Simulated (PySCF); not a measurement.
# Rotational lines of AsN

Lines J+1 ← J of the vibrational ground state, computed from RHF-CCSD(T) constants of AsN, ¹Σ⁺ (singlet), closed shell (As pcseg-1, N pcseg-1; no relativity (PySCF 2.14); masses 74.9216 and 14.0031 u), in MHz:

```
J   ν (MHz)
5  188601.0
6  220028.4
7  251452.9
8  282874.2
9  314291.9
```

Find B0 and the effective bond length r0; with αe = 0.00367 cm⁻¹, find Re.

ν = 2B0(J+1) − 4D(J+1)³ gives B0 = 0.52429 cm⁻¹. With the reduced mass μred = 11.798 u, r0 = √(16.8576/(μred·B0)) (u, cm⁻¹, Å) = 1.6509 Å. Be = B0 + αe/2 = 0.52613 cm⁻¹ gives Re = 1.648 Å.

Correlated steps freeze 10 core orbitals. Correlated levels converge slowly with the basis: in double zeta they bind strong bonds too weakly, by up to about 1 eV, and carry superposition errors of some tenths. Where the molecule has an RHF reference, its open-shell atoms are computed with UHF.
